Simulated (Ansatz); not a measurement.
All numbers were calculated with Ansatz.

A structure relaxed at PBE0-D4/def2-TZVP, charge 0, multiplicity 1:

```csv
atom,x (Å),y (Å),z (Å)
Sn1,0.843,0.156,-1.612
C2,0.622,0.385,0.505
Sn3,-1.204,-0.380,1.319
H4,2.337,0.809,-2.128
H5,-0.431,0.970,-2.409
H6,0.785,-1.504,-2.014
H7,0.688,1.448,0.745
H8,1.457,-0.120,0.995
H9,-1.315,-2.054,0.994
H10,-2.529,0.420,0.595
H11,-1.252,-0.131,3.010
```

**Question.** Give its formula and SMILES.

**Answer.** CH8Sn2, `[SnH3][CH2][SnH3]`.

**Question.** Point group (tolerance 0.08 Å, 0.16 Å for H)?

**Answer.** C2v.

**Question.** Summarise the bond lengths by kind.

**Answer.** 2 × C–Sn 2.141 Å; 6 × H–Sn 1.709 to 1.710 Å; 2 × C–H 1.092 Å.
